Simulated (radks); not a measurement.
Coherent X-ray form factor from a spherical all-electron density. Method: scalar-relativistic Kohn-Sham, BLYP, spin-polarised, spherical densities, finite nucleus; Fermi nuclear charge, rms radius of each element as measured or else 0.836 A^(1/3) + 0.57 fm; computed with a radial shooting solver on a logarithmic mesh with Libxc functionals.

| sin(theta)/lambda (1/angstrom) | f0 (electrons) |
|---|---|
| 0.05 | 13.863 |
| 0.1 | 13.471 |
| 0.15 | 12.874 |
| 0.2 | 12.140 |
| 0.25 | 11.345 |
| 0.3 | 10.551 |
| 0.4 | 9.136 |
| 0.5 | 8.041 |
| 0.6 | 7.209 |
| 0.8 | 5.922 |
| 1 | 4.794 |
| 1.25 | 3.585 |
| 1.5 | 2.695 |
| 2 | 1.743 |

The species is in the configuration that NIST lists as its ground one. Which atom or ion scatters so?

Answer. The potassium ion K5+, [Ne] 3s2 3p2. Extrapolating in s^2 from the first two rows gives f0(0) = 14.0, near the electron count 14; among species with that count, the fall with angle is slower the higher Z, and the table is that of Z = 19; from so few rows the species is fixed only to a neighbour or two.
